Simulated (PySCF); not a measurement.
C5H8. Atoms are numbered in the order given.

```xyz
13

C      2.2457     0.1173     0.0000
C      1.0035    -0.3778     0.0000
C     -0.2384     0.4234     0.0000
C     -1.4591    -0.0773     0.7495
C     -1.4591    -0.0773    -0.7495
H      2.4305     1.1963     0.0000
H      3.1209    -0.5371     0.0000
H      0.8623    -1.4670     0.0000
H     -0.0830     1.5072     0.0000
H     -1.3726    -1.0367     1.2680
H     -2.0704     0.6618     1.2745
H     -1.3726    -1.0367    -1.2680
H     -2.0704     0.6618    -1.2745
```
Charge 0, spin multiplicity 1.

Geometry optimised at B3LYP-D3(BJ)/def2-SVP. The values are those of a single conformer.

Calculation: PBE/def2-TZVP in PySCF.

Computed frontier levels, gap, dipole moment and polarisability:
The highest occupied level comes out as -5.77 eV and the lowest empty level is -0.66 eV. The orbital gap comes out as 5.11 eV and the dipole moment comes out as 0.133 e·Å. The quadrupole, principal values (traceless, Buckingham form, about the centre of nuclear charge) is -3.22, -0.66, 3.88 D·Å. The mean static polarisability is 62.3 bohr³ (9.23 Å³) and the polarisability, principal values is 49.6, 53.1, 84.1 bohr³.
